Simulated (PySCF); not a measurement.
Spinor energies of La⁴⁹⁺ (lanthanum, charge +49)

Start: [He] 2s2 2p4; 2p1/2 filled at m_j = -1/2, +1/2; 2p3/2 filled at m_j = +1/2, +3/2. Calculated with PySCF 2.14 in an uncontracted even-tempered set (17 s from 28 bohr⁻², ratio 2.4; 13 p from 37 bohr⁻², ratio 2.4; 5 d from 130 bohr⁻², ratio 2.6; 4 f from 190 bohr⁻², ratio 2.6): generalised Hartree-Fock with the X2C-1e Hamiltonian and a Gaussian nucleus; one run each with spin-orbit coupling (SO) switched off, then screened by Boettger's factors.

| spinor shell | electrons | ε, spin-free (eV) | ε, screened SO (eV) | weight of nominal j (screened SO) | rms radius, screened SO (bohr) |
| --- | --- | --- | --- | --- | --- |
| 1s1/2 | 2 | -43147.9 | -43132.3 | 1.000 | 0.0285 |
| 2s1/2 | 2 | -9884.2 | -9879.6 | 1.000 | 0.112 |
| 2p1/2 | 2 | -9332.1 | -9625.2 | 0.999 | 0.0961 |
| 2p3/2 | 2 | -9332.1 | -9193.8 | 0.999 | 0.101 |

| quantity | spin-free | screened SO |
| --- | --- | --- |
| E (hartree) | -5595.21237 | -5607.53583 |
| M_J | 2 | 2 |
| ⟨J²⟩ | 6.000 | 6.000 |
| ⟨L²⟩ | 2.000 | 3.217 |
| ⟨S²⟩ | 2.000 | 1.399 |

Each row is a mean over spinors that exchange with the open shell spreads, by up to 65.922 eV (2s1/2).

Breit and QED terms are absent; they matter most for the inner s and p1/2 levels.

Densities and radii are taken from the X2C orbitals without a picture-change correction, which distorts them close to the nucleus.

Without spin-orbit coupling the j labels of p, d and f shells carry no meaning; the spin-free column gives the mean over the occupied spinors of each nl shell.
